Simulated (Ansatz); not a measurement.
SiHMe2(OEt) (C4H12OSi), 18 atoms. Hardware: 4 threads of Arm Neoverse V2 on a shared host.

Correlated methods freeze 10 core orbitals.

**Question.** How many basis functions does each of these Ansatz runs have, and roughly what does it cost? PBE-D4/def2-TZVP, charge 0 singlet, energy and forces, from earlier orbitals; BLYP-D4/def2-TZVP, charge 0 singlet, energy, from earlier orbitals; PBE0-D4/def2-TZVP, charge 0 singlet, energy, from earlier orbitals; ωB97M-V/def2-TZVP, charge 0 singlet, energy, from earlier orbitals; PBE-D4/def2-SVP, charge 0 singlet, relaxation, 20 steps; r2SCAN-D4/def2-TZVP, charge 0 singlet, energy, from earlier orbitals; PBE-D4/def2-SVP, charge 0 singlet, energy, from earlier orbitals; HF/STO-3G, charge 0 singlet, energy; LDA (SPW92)/def2-TZVP, charge 0 singlet, energy, from earlier orbitals; CCSD(T)/def2-SVP, charge 0 singlet, energy, from earlier orbitals; MP2/def2-TZVP, charge 0 singlet, energy, from earlier orbitals; PBE0-D4/def2-SVP, charge 0 singlet, energy, from earlier orbitals.

**Answer.** Other jobs shared the machine, so times can vary by a factor of up to 3. A dash marks memory too small to be measured apart from the calling script's.

```tsv
run	functions	fitting or Cholesky vectors	wall time	peak host memory (GiB)
HF/STO-3G, charge 0 singlet, energy	46	621	0.15 s	–
PBE-D4/def2-SVP, charge 0 singlet, energy, from earlier orbitals	148	1667	1.4 s	–
LDA (SPW92)/def2-TZVP, charge 0 singlet, energy, from earlier orbitals	264	1651	1.6 s	–
PBE0-D4/def2-SVP, charge 0 singlet, energy, from earlier orbitals	148	1667	1.9 s	–
BLYP-D4/def2-TZVP, charge 0 singlet, energy, from earlier orbitals	264	1651	2.8 s	–
PBE-D4/def2-TZVP, charge 0 singlet, energy and forces, from earlier orbitals	264	1651	3.1 s	–
MP2/def2-TZVP, charge 0 singlet, energy, from earlier orbitals	264	1818	3.9 s	0.72
PBE0-D4/def2-TZVP, charge 0 singlet, energy, from earlier orbitals	264	1667	4.8 s	0.76
r2SCAN-D4/def2-TZVP, charge 0 singlet, energy, from earlier orbitals	264	1651	5.5 s	–
ωB97M-V/def2-TZVP, charge 0 singlet, energy, from earlier orbitals	264	1651	12 s	0.99
PBE-D4/def2-SVP, charge 0 singlet, relaxation, 20 steps	148	1667	25 s	–
CCSD(T)/def2-SVP, charge 0 singlet, energy, from earlier orbitals	148	1509	27 s	1.3
```
